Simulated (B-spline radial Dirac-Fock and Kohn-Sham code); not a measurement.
Two-hole binding energies of Ta⁴⁺

System: the Ta⁴⁺ ion, [Xe] 4f14 5d1, inside a Watson sphere of charge -4 and radius 3 Å (a model of the Madelung potential; inside it an electron's potential energy is raised by 19.2 eV).

Input of the calculation (task.json; shells as n, l, electrons):

```json
{"items": [{
  "Z": 73,
  "q": 4,
  "cfg": [[1, 0, 2], [2, 0, 2], [2, 1, 6], [3, 0, 2], [3, 1, 6], [3, 2, 10], [4, 0, 2], [4, 1, 6], [4, 2, 10], [4, 3, 14], [5, 0, 2], [5, 1, 6], [5, 2, 1]],
  "A": 181,
  "rrms": 5.3507,
  "watson": [-4, 3.0],
  "do": ["binding", "quiet", "double"]
}]}
```

Launch: `python xray_run.py task.json out`

Level of theory: relaxed Dirac-Fock hole states (ΔSCF) with Breit and QED corrections and a finite nucleus; a radial B-spline solver. U is the two-hole binding energy less the two single-hole energies, the effective repulsion of the holes after relaxation. Each two-hole energy is an average over J within one jj subconfiguration.

```tsv
holes	E(a) (eV)	E(b) (eV)	E(ab) (eV)	U (eV)
1s⁻²	67443.7	67443.7	?	?
1s⁻¹ 3p3/2⁻¹	67443.7	2231.2	69777.7	102.9
1s⁻¹ 3d3/2⁻¹	67443.7	1826.6	69369.1	98.9
2s⁻¹ 2p1/2⁻¹	11721.4	11170.0	23097.8	206.4
2s⁻¹ 3p1/2⁻¹	11721.4	2505.0	14317.5	91.0
2s⁻¹ 3p3/2⁻¹	11721.4	2231.2	14036.6	84.0
2s⁻¹ 3d5/2⁻¹	11721.4	1768.1	13581.6	92.1
2p1/2⁻¹ 3p3/2⁻¹	11170.0	2231.2	13489.7	88.6
2p3/2⁻¹ 3s⁻¹	9914.1	2747.8	12747.2	85.3
2p3/2⁻¹ 3d3/2⁻¹	9914.1	1826.6	11838.1	97.4
3p3/2⁻²	2231.2	2231.2	4521.9	59.6
5p3/2⁻²	65.94	65.94	148.5	16.6
4f5/2⁻¹ 4f7/2⁻¹	57.47	55.59	139.7	26.7
4f7/2⁻²	55.59	55.59	137.3	26.1
```

Question: Give the missing two-hole energy and U.

Answer: E(ab) = 136250.7 eV and U = 1363.4 eV.
